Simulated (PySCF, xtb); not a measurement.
CH7NOSi3, SMILES [SiH2]1C([SiH3])=N[Si@@H]1O.

xtb 6.7.1 with GFN2-xTB at its own geometry gives an orbital gap of 1.70 eV and a dipole moment of 1.24 D.

Geometry optimised at TPSSh-D3(BJ)/def2-SVP. The structure was generated by enumeration; whether it is a known compound was not checked. The values are those of a single conformer.

Task: What does PySCF with PBE/def2-TZVP give? (The exact figures need the calculation; the answer reports its results.)

Result: gap 2.63 eV (levels -5.26 and -2.63 eV), dipole 1.24 D.
